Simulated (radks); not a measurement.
Species: Ir. Configuration: [Xe] 4f14 5d6 6s2 6p1 (not the ground configuration).

Calculated with a radial shooting solver on a logarithmic mesh with Libxc functionals: Dirac Kohn-Sham, LDA (Slater exchange, Perdew-Wang correlation), spin-unpolarised, spherical densities, finite nucleus; open shells are shared between the two j in proportion to 2j + 1; Fermi nuclear charge, rms radius 5.4032 fm.

Energy parts (hartree):
total: -17844.1968
kinetic: 20317.5720
electron-nucleus: -44770.2791
Hartree: 6946.9492
exchange-correlation: -338.4389

Orbitals (lengths in bohr, moments of r in powers of bohr; r(90%) holds 90 % of the orbital's charge):
orbital      occ.  eigenvalue (hartree)  r(90%)
1s1/2           2             -2790.220  0.0319
2s1/2           2             -487.9744   0.114
2p1/2           2             -467.7428   0.100
2p3/2           4             -407.9992   0.111
3s1/2           2             -114.2445   0.280
3p1/2           2             -105.1251   0.271
3p3/2           4             -92.04708   0.293
3d3/2           4             -76.70776   0.265
3d5/2           6             -73.87882   0.272
4s1/2           2             -24.48195   0.608
4p1/2           2             -20.62907   0.621
4p3/2           4             -17.52683   0.669
4d3/2           4             -11.18430   0.707
4d5/2           6             -10.60833   0.723
4f5/2           6              -2.53111   0.862
4f7/2           8              -2.41627   0.875
5s1/2           2              -3.77150    1.40
5p1/2           2              -2.55147    1.54
5p3/2           4              -2.04195    1.68
5d3/2         2.4              -0.43284    2.49
5d5/2         3.6              -0.38349    2.60
6s1/2           2              -0.31636    4.04
6p1/2    0.333333              -0.11760    5.60
6p3/2    0.666667              -0.08631    6.40
7s1/2           0              -0.01543    14.1

The highest occupied level is 6p3/2 at -2.349 eV. The density falls to 0.001 e/bohr^3 at r = 4.80 bohr. Summed over all electrons, <r^2> = 75.68 bohr^2, which gives a Langevin (diamagnetic) susceptibility term of -59.9 x 10^-6 cm^3/mol. The electron density at the nucleus is 1.813e+06 e/bohr^3.
